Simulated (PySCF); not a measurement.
# Computed properties of C2H9NSi, SMILES CN(C)[SiH3]

N-methyl-N-silylmethanamine (C2H9NSi), SMILES CN(C)[SiH3]. Coordinates come from a B3LYP-D3(BJ)/def2-SVP optimisation. Other conformers were not sampled. All values are computed for the isolated molecule unless a solvent is named; none is compared with measurement here.

**Structure.** The optimised structure has Cs symmetry. All 33 harmonic modes at B3LYP-D3(BJ)/def2-SVP (PySCF) are real, so it is a minimum. With heavy atoms numbered as in [SiH3:1][N:2]([CH3:3])[CH3:7], the shortest bond between them is N2–C3 at 1.449 Å and the longest Si1–N2 at 1.739 Å.

**Vibrations.** The strongest infrared lines (harmonic, unscaled, degenerate partners summed) lie at 986 cm⁻¹ (381 km/mol, H 82 %, Si 11 %), 2153 cm⁻¹ (193 km/mol, H 96 %), 2225 cm⁻¹ (137 km/mol, H 96 %). The softest mode is at 121 cm⁻¹ and the zero-point energy is 67.0 kcal/mol.

**Electronic structure.** PBE0/def2-TZVP (PySCF) places the frontier levels at -6.36 and 0.53 eV, a gap of 6.89 eV, and gives a dipole moment of 0.95 D and a mean polarisability of 61.1 bohr³. PBE/def2-TZVP (PySCF) at the same geometry gives -5.06 and -0.31 eV, so its gap is 2.14 eV narrower. An orbital gap is neither the optical nor the fundamental gap.

**Excitations.** TDDFT-M06-2X/def2-SVPD (PySCF) has S1 at 5.73 eV (216 nm, f = 0.008, weak); the most intense of the 10 singlets computed lies at 8.23 eV (f = 0.08). T1 (TDA) is at 5.56 eV. TDDFT-PBE/def2-SVPD (PySCF) puts S1 at 4.74 eV. No vertical singlet excitation falls in the visible range (under 3.1 eV).

**NMR.** GIAO shifts at KT2/pcSseg-1 (PySCF) (non-relativistic, atoms alike by connectivity averaged): ¹³C at 44.9 ppm against TMS; ¹H from 2.9 to 5.0 ppm against TMS; ²⁹Si at -42.8 ppm against TMS.

**Solvation.** SMD-B3LYP/def2-SVP (PySCF) gives 2.2 kcal/mol in water, -1.6 kcal/mol in ethylethanoate, -1.1 kcal/mol in 1-octanol (1 M in both phases, gas-phase geometry); of these solvents ethylethanoate holds the molecule best.
